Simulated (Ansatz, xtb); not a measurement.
C6H5FOS: which of two isomers lies lower

Structure a is `CC(=O)c1cc(F)cs1`, a singlet and structure b is `Cc1csc(C(=O)F)c1`, a singlet. Both are isolated molecules in the gas phase, relaxed with PBE-D3(BJ)/def2-SVP; the shapes shown needn't be the lowest conformers.

a (Å):

```xyz
14

C    -1.6688    0.1763    0.4226
C    -0.5198    0.1649   -0.5692
C     0.2973   -1.0647   -0.6374
C     0.2074   -2.2628    0.0653
C     1.2187   -3.1744   -0.3375
C     2.0603   -2.6830   -1.3243
F     1.3428   -4.3978    0.1927
O    -0.2638    1.1243   -1.2920
S     1.6194   -1.0785   -1.7781
H    -2.3881   -0.6388    0.2013
H    -1.2988    0.0147    1.4558
H    -2.1846    1.1512    0.3625
H    -0.5440   -2.4854    0.8336
H     2.9070   -3.2015   -1.7890
```

b (Å):

```csv
atom,x (Å),y (Å),z (Å)
C,-0.0492,0.7831,0.6777
C,-0.1241,-0.4363,-0.1979
C,-0.6973,-0.4657,-1.4665
C,0.1867,-2.6819,-0.8274
C,0.5620,-4.0933,-0.8297
C,0.3823,-1.7214,0.1594
F,1.1887,-4.4333,0.3401
O,0.3833,-4.9084,-1.6939
S,-0.6265,-2.0152,-2.2170
H,-0.5778,0.6194,1.6396
H,1.0027,1.0362,0.9240
H,-0.5041,1.6641,0.1865
H,-1.1645,0.3731,-1.9991
H,0.8797,-1.9534,1.1108
```

Task: Estimate E(b) − E(a) at the level CCSD(T)/def2-SVP + ΔMP2/def2-TZVPP.

Result: Calculated at CCSD(T)/def2-SVP + ΔMP2/def2-TZVPP: E(b) − E(a) = −16.6 kcal/mol, so structure b lies lower.

Level by level:

```csv
level,geometry,E(b) − E(a) (kcal/mol),departure from the last row (kcal/mol),"job, with rough time for the two"
GFN2-xTB,GFN2-xTB,−11.5,+5.1,"optimisation, 0.23 s"
HF/STO-3G,GFN2-xTB,−8.1,+8.6,"single point, 0.52 s"
r2SCAN-D4/def2-SVP,GFN2-xTB,−17.6,−0.9,"single point, 5.1 s"
PBE-D3(BJ)/def2-SVP,PBE-D3(BJ)/def2-SVP,−17.1,−0.4,"optimisation, 35 s"
HF/def2-SVP,PBE-D3(BJ)/def2-SVP,−17.8,−1.1,part of the CCSD(T) run
MP2/def2-SVP,PBE-D3(BJ)/def2-SVP,−19.7,−3.0,part of the CCSD(T) run
CCSD(T)/def2-SVP,PBE-D3(BJ)/def2-SVP,−18.3,−1.6,single point
CCSD(T)/def2-SVP + ΔMP2/def2-TZVPP,PBE-D3(BJ)/def2-SVP,−16.6,,"single point, 2.5 min"
```

As drawn, both hold the same kinds of bond in the same numbers.

The levels shown agree on the order. The largest departure from CCSD(T)/def2-SVP + ΔMP2/def2-TZVPP is that of HF/STO-3G, 8.6 kcal/mol. The last row adds to CCSD(T) the change of the MP2 difference between the two basis sets, here +1.6 kcal/mol.

With thermal terms from frequencies at re-optimised GFN2-xTB minima (ideal gas, soft modes damped towards free rotors, one conformer each, 298.15 K, 1 atm): the zero-point term adds +0.2 kcal/mol; ΔH is −16.3 and ΔG −16.7 kcal/mol.

The correlated steps freeze 13 core orbitals. Codes used: Ansatz 0.2.0, xtb 6.7.1; the last row on 4 threads of Arm Neoverse V1 on a shared host.
